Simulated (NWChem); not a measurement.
System: C₂H₈BNO; SMILES CCOBN

Parts of the log:

```
             Northwest Computational Chemistry Package (NWChem) 7.3.0
             --------------------------------------------------------

                             Geometry "geometry" -> ""
                             -------------------------

 Output coordinates in angstroms (scale by  1.889725989 to convert to a.u.)

  No.       Tag          Charge          X              Y              Z
 ---- ---------------- ---------- -------------- -------------- --------------
    1 B                    5.0000     0.02087100    -1.15193800    -0.43788100
    2 H                    1.0000    -0.02922400    -1.04346000    -1.64795600
    3 O                    8.0000     0.30744500    -0.07786700     0.35111900
    4 C                    6.0000     0.52018300     1.20624000    -0.17807800
    5 C                    6.0000    -0.63681300     2.12909000     0.14061400
    6 H                    1.0000     1.45126600     1.60348500     0.26227400
    7 H                    1.0000     0.67613800     1.15004000    -1.27106200
    8 H                    1.0000    -0.80684700     2.17500300     1.22693900
    9 H                    1.0000    -0.43298800     3.14860700    -0.22145600
   10 H                    1.0000    -1.56463500     1.77371500    -0.33377100
   11 N                    7.0000    -0.21453900    -2.39740900     0.15980800
   12 H                    1.0000    -0.42197200    -3.22818600    -0.37307500
   13 H                    1.0000    -0.18164800    -2.53352600     1.16166600

 Effective nuclear repulsion energy (a.u.)     170.8727171187

  xc_inp: hfexch multiplicative factor not found.
                              NWChem Property Module
                              ----------------------

  itol2e modified to match energy
  convergence criterion.

                                 NWChem DFT Module
                                 -----------------

 Summary of "ao basis" -> "ao basis" (spherical)
 ------------------------------------------------------------------------------
       Tag                 Description            Shells   Functions and Types
 ---------------- ------------------------------  ------  ---------------------
 B                           sto-3g                  3        5   2s1p
 H                           sto-3g                  1        1   1s
 O                           sto-3g                  3        5   2s1p
 C                           sto-3g                  3        5   2s1p
 N                           sto-3g                  3        5   2s1p

  itol2e modified to match energy
  convergence criterion.

            General Information
            -------------------
          SCF calculation type: DFT
          Wavefunction type:  closed shell.
          No. of atoms     :    13
          No. of electrons :    40
           Alpha electrons :    20
            Beta electrons :    20
          Charge           :     0
          Spin multiplicity:     1
          Use of symmetry is: off; symmetry adaption is: off
          Maximum number of iterations: 150
          AO basis - number of functions:    33
                     number of shells:    23
          Convergence on energy requested:  1.00D-07
          Convergence on density requested:  1.00D-05
          Convergence on gradient requested:  5.00D-04

              XC Information
              --------------
                     Hartree-Fock (Exact) Exchange  1.000

      Superposition of Atomic Density Guess
      -------------------------------------

 Sum of atomic energies:        -229.64092216

      Non-variational initial energy
      ------------------------------

 Total energy =    -230.685954
 1-e energy   =    -654.835068
 2-e energy   =     253.276397
 HOMO         =      -0.158476
 LUMO         =       0.335633

   convergence    iter        energy       DeltaE   RMS-Dens  Diis-err
 ---------------- ----- ----------------- --------- --------- ---------
 d= 0,ls=0.0,diis     1   -231.4532465316 -4.02D+02  2.08D-02  3.67D-01
 d= 0,ls=0.0,diis     2   -231.5162512554 -6.30D-02  5.36D-03  3.27D-02
 d= 0,ls=0.0,diis     3   -231.5213030126 -5.05D-03  1.75D-03  1.56D-03
 d= 0,ls=0.0,diis     4   -231.5216681352 -3.65D-04  1.73D-04  2.24D-05
 d= 0,ls=0.0,diis     5   -231.5216727346 -4.60D-06  6.83D-05  1.81D-06
 d= 0,ls=0.0,diis     6   -231.5216733268 -5.92D-07  1.43D-05  9.14D-08
 d= 0,ls=0.0,diis     7   -231.5216733513 -2.45D-08  3.34D-06  4.14D-09

         Total DFT energy =     -231.521673351308
      One electron energy =     -655.439568459109
           Coulomb energy =      285.288028375331
    Exchange-Corr. energy =      -32.242850386189
 Nuclear repulsion energy =      170.872717118660

 Numeric. integr. density =        0.000000000000

                       DFT Final Molecular Orbital Analysis
                       ------------------------------------

 Vector   18  Occ=2.000000D+00  E=-4.017610D-01
              MO Center=  4.2D-02, -7.4D-01,  7.9D-02, r^2= 3.3D+00
   Bfn.  Coefficient  Atom+Function         Bfn.  Coefficient  Atom+Function
  ----- ------------  ---------------      ----- ------------  ---------------
    29      0.550886  11 N  px                9      0.481644   3 O  px
     3      0.331865   1 B  px               14     -0.218627   4 C  px
    19      0.199083   5 C  px               22     -0.190480   6 H  s
    20     -0.148113   5 C  py               30     -0.114928  11 N  py
    10     -0.102587   3 O  py               18      0.088823   5 C  s

 Vector   19  Occ=2.000000D+00  E=-3.586631D-01
              MO Center=  2.7D-01, -1.6D-01, -1.1D-01, r^2= 2.1D+00
   Bfn.  Coefficient  Atom+Function         Bfn.  Coefficient  Atom+Function
  ----- ------------  ---------------      ----- ------------  ---------------
    11      0.737015   3 O  pz                6      0.348547   2 H  s
     8      0.285376   3 O  s                23      0.274200   7 H  s
     5     -0.211948   1 B  pz               16     -0.189997   4 C  pz
    22     -0.123575   6 H  s                28     -0.107908  11 N  s
    30     -0.107179  11 N  py               33      0.104821  13 H  s

[...]

          -----------------------------------------
          Chemical Shielding Tensors (GIAO, in ppm)
          -----------------------------------------

                                NWChem CPHF Module
                                ------------------

  scftype          =     RHF
  nclosed          =       20
  nopen            =        0
  variables        =      260
  # of vectors     =        3
  tolerance        = 0.10D-03
  level shift      = 0.00D+00
  max iterations   =       50
  max subspace     =       30

 SCF residual:    1.8286870568167401E-005

Iterative solution of linear equations
  No. of variables      260
  No. of equations        3
  Maximum subspace       30
        Iterations       50
       Convergence  1.0D-04

   iter   nsub   residual    time
   ----  ------  --------  ---------
     1      3    1.34D+00       2.2
     2      6    1.49D-01       2.3
     3      9    2.17D-02       2.5
     4     12    3.49D-03       2.7
     5     15    5.37D-04       2.8
     6     18    8.19D-05       3.0

      Atom:    1  B
        Diamagnetic
    188.9691      4.4190      0.5499
      4.4190    211.0453     -0.2437
      0.5499     -0.2437    199.0478

        Paramagnetic
    -57.7155     -9.3836     -3.2049
     -9.3836   -102.4968      1.7658
     -3.2049      1.7658   -114.3610

        Total Shielding Tensor
    131.2536     -4.9646     -2.6550
     -4.9646    108.5486      1.5221
     -2.6550      1.5221     84.6867

           isotropic =     108.1630
          anisotropy =      36.4592

          Principal Components and Axis System
                 1           2           3
              132.4691    107.5491     84.4707

      1         0.9765      0.2092      0.0510
      2        -0.2065      0.9770     -0.0525
      3        -0.0608      0.0408      0.9973

      Atom:    2  H
        Diamagnetic
     25.8683      0.8238      0.5661
      0.8238     31.0349      0.0147
      0.5661      0.0147     38.7142

        Paramagnetic
      1.8786     -0.5322     -0.5106
     -0.5322     -0.2556      0.7585
     -0.5106      0.7585     -8.1214

        Total Shielding Tensor
     27.7469      0.2916      0.0555
      0.2916     30.7793      0.7732
      0.0555      0.7732     30.5928

           isotropic =      29.7063
          anisotropy =       2.6639

          Principal Components and Axis System
                 1           2           3
               31.4823     29.9177     27.7190

      1         0.0684     -0.0685      0.9953
      2         0.7509     -0.6534     -0.0965
      3         0.6569      0.7539      0.0068

      Atom:    3  O
        Diamagnetic
    358.3348      8.7416      1.9026
      8.7416    406.6242      1.8203
      1.9026      1.8203    370.7371

        Paramagnetic
     84.6693    -55.3556      2.5486
    -55.3556   -156.0349     45.0851
      2.5486     45.0851    -19.4806

        Total Shielding Tensor
    443.0040    -46.6140      4.4511
    -46.6140    250.5893     46.9054
      4.4511     46.9054    351.2566

           isotropic =     348.2833
          anisotropy =     158.7408

          Principal Components and Axis System
                 1           2           3
              454.1105    367.8661    222.8733

      1         0.9692      0.1420      0.2013
      2        -0.2372      0.3184      0.9178
      3        -0.0663      0.9373     -0.3423

      Atom:    4  C
        Diamagnetic
    246.6868     -2.7918     -1.7379
     -2.7918    253.4135     -0.5033
     -1.7379     -0.5033    242.2811

        Paramagnetic
    -76.4536      9.2254     -5.0889
      9.2254    -34.0539    -15.3294
     -5.0889    -15.3294    -65.1894

        Total Shielding Tensor
    170.2332      6.4336     -6.8268
      6.4336    219.3596    -15.8327
     -6.8268    -15.8327    177.0917

           isotropic =     188.8948
          anisotropy =      55.4586

          Principal Components and Axis System
                 1           2           3
              225.8672    175.0226    165.7947

      1         0.1478     -0.5820      0.7996
      2         0.9344      0.3471      0.0799
      3        -0.3240      0.7354      0.5952

      Atom:    5  C
        Diamagnetic
    247.6789     -5.5887     -1.4473
     -5.5887    248.8582      1.2935
     -1.4473      1.2935    241.9135

        Paramagnetic
    -19.9764     -2.2016     -1.1163
     -2.2016    -21.3471      0.8043
     -1.1163      0.8043    -23.0279

        Total Shielding Tensor
    227.7025     -7.7903     -2.5636
     -7.7903    227.5111      2.0978
     -2.5636      2.0978    218.8856

           isotropic =     224.6997
          anisotropy =      16.9988

          Principal Components and Axis System
                 1           2           3
              236.0323    219.8725    218.1944

      1         0.7011      0.6635      0.2610
      2        -0.6875      0.7262      0.0009
      3        -0.1889     -0.1800      0.9653

      Atom:    6  H
        Diamagnetic
     37.5964      4.8018      4.3677
      4.8018     29.4458      1.9089
      4.3677      1.9089     25.7222

        Paramagnetic
     -2.1844     -1.6493     -1.8683
     -1.6493      0.8768     -0.9226
     -1.8683     -0.9226      0.8208

        Total Shielding Tensor
     35.4120      3.1525      2.4994
      3.1525     30.3226      0.9863
      2.4994      0.9863     26.5430

           isotropic =      30.7592
          anisotropy =      10.2168

          Principal Components and Axis System
                 1           2           3
               37.5704     28.8271     25.8801

      1         0.8789     -0.4127     -0.2393
      2         0.4144      0.9089     -0.0456
      3         0.2363     -0.0591      0.9699

      Atom:    7  H
        Diamagnetic
     24.6399      0.2091     -3.8782
      0.2091     28.9793     -0.3654
     -3.8782     -0.3654     38.6145

        Paramagnetic
      3.5646     -0.7373      0.4989
     -0.7373      0.7557     -0.0067
      0.4989     -0.0067     -2.9808

        Total Shielding Tensor
     28.2045     -0.5282     -3.3792
     -0.5282     29.7350     -0.3721
     -3.3792     -0.3721     35.6338

           isotropic =      31.1911
          anisotropy =       8.6298

          Principal Components and Axis System
                 1           2           3
               36.9443     29.8640     26.7649

      1        -0.3594     -0.2006      0.9114
      2        -0.0218      0.9782      0.2067
      3         0.9329     -0.0544      0.3559

      Atom:    8  H
        Diamagnetic
     26.5022     -2.0895     -3.6602
     -2.0895     27.4349      2.5736
     -3.6602      2.5736     37.9929

        Paramagnetic
      1.9542      0.2664      0.2910
      0.2664      1.8203     -0.2951
      0.2910     -0.2951     -0.0307

        Total Shielding Tensor
     28.4564     -1.8231     -3.3692
     -1.8231     29.2552      2.2785
     -3.3692      2.2785     37.9622

           isotropic =      31.8913
          anisotropy =      11.7859

          Principal Components and Axis System
                 1           2           3
               39.7485     29.1314     26.7939

      1        -0.3139     -0.4064      0.8581
      2         0.2532      0.8352      0.4882
      3         0.9151     -0.3705      0.1593

      Atom:    9  H
        Diamagnetic
     26.1543      0.1731     -0.6544
      0.1731     40.0170     -3.7635
     -0.6544     -3.7635     26.1157

        Paramagnetic
      2.2470     -0.3506      0.0876
     -0.3506     -0.0075      0.7344
      0.0876      0.7344      2.1248

        Total Shielding Tensor
     28.4013     -0.1775     -0.5667
     -0.1775     40.0095     -3.0291
     -0.5667     -3.0291     28.2405

           isotropic =      32.2171
          anisotropy =      12.7896

          Principal Components and Axis System
                 1           2           3
               40.7435     28.6963     27.2115

      1        -0.0032      0.8951      0.4459
      2         0.9719     -0.1022      0.2120
      3        -0.2353     -0.4340      0.8696

      Atom:   10  H
        Diamagnetic
     37.4289      0.7565      4.9718
      0.7565     28.2304      1.4106
      4.9718      1.4106     26.5664

        Paramagnetic
      0.6442     -0.3251     -1.2930
     -0.3251      1.6231     -0.2532
     -1.2930     -0.2532      2.2703

        Total Shielding Tensor
     38.0732      0.4314      3.6788
      0.4314     29.8535      1.1574
      3.6788      1.1574     28.8367

           isotropic =      32.2545
          anisotropy =      10.7557

          Principal Components and Axis System
                 1           2           3
               39.4249     30.1353     27.2032

      1         0.9385     -0.1891     -0.2888
      2         0.0828      0.9356     -0.3433
      3         0.3351      0.2982      0.8937

      Atom:   11  N
        Diamagnetic
    294.6828      6.6536      0.6940
      6.6536    326.0456     -3.6902
      0.6940     -3.6902    318.4043

        Paramagnetic
      3.6234    -11.4132     -7.3775
    -11.4132    -41.0225    -21.2007
     -7.3775    -21.2007    -48.3864

        Total Shielding Tensor
    298.3063     -4.7596     -6.6835
     -4.7596    285.0231    -24.8910
     -6.6835    -24.8910    270.0179

           isotropic =     284.4491
          anisotropy =      28.6132

          Principal Components and Axis System
                 1           2           3
              303.5245    299.6961    250.1266

[...]
```

Level: Hartree-Fock/STO-3G, GIAO. STO-3G and 3-21G are far too small for this property and stand as cheap habits. Geometry: optimised at PBE0/def2-SVP. Not confirmed as a minimum by frequencies. The printed shielding anisotropy is the first printed principal value minus the mean of the other two.

Question: Reconstruct the input file.

Answer: This is not unique; one that fits is the input that was run:
```
start job
memory heap 200 mb stack 900 mb global 1100 mb
geometry units angstroms noautosym nocenter noautoz
  B      0.020871    -1.151938    -0.437881
  H     -0.029224    -1.043460    -1.647956
  O      0.307445    -0.077867     0.351119
  C      0.520183     1.206240    -0.178078
  C     -0.636813     2.129090     0.140614
  H      1.451266     1.603485     0.262274
  H      0.676138     1.150040    -1.271062
  H     -0.806847     2.175003     1.226939
  H     -0.432988     3.148607    -0.221456
  H     -1.564635     1.773715    -0.333771
  N     -0.214539    -2.397409     0.159808
  H     -0.421972    -3.228186    -0.373075
  H     -0.181648    -2.533526     1.161666
end
basis spherical
  B library sto-3g
  H library sto-3g
  O library sto-3g
  C library sto-3g
  N library sto-3g
end
dft
  xc hfexch
  iterations 150
end
property
  shielding
end
task dft property
```
